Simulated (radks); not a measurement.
Q: Cr IV, 21 electrons, occupied as [Ar] 3d3 (the NIST ground configuration). All-electron calculation, scalar-relativistic Kohn-Sham, PBEsol, spin-polarised, spherical densities, finite nucleus; open shells are filled with parallel spins first; Fermi nuclear charge, rms radius 3.6452 fm. Program: a radial shooting solver on a logarithmic mesh with Libxc functionals. Some entries of the table are withheld. Estimate them.

orbital,occ.,eigenvalue (Ry),<r^2> (bohr^2)
1s down,1,-434.6365,0.005440
1s up,1,-434.6356,0.005440
2s up,1,-51.96842,0.1019
2s down,1,-51.86515,0.1015
2p up,3,-44.15637,0.08342
2p down,3,-44.07739,0.08308
3s up,1,-8.36541,0.9078
3s down,1,-8.11061,0.9122
3p up,3,-6.24355,1.030
3p down,3,-5.99238,1.039
3d up,3,(1),1.494
3d down,0,(2),1.567
4s up,0,-2.15172,6.498
4p up,0,-1.67926,8.454

A: 
(1) 3d up eigenvalue (Ry): -2.96818
(2) 3d down eigenvalue (Ry): -2.72653
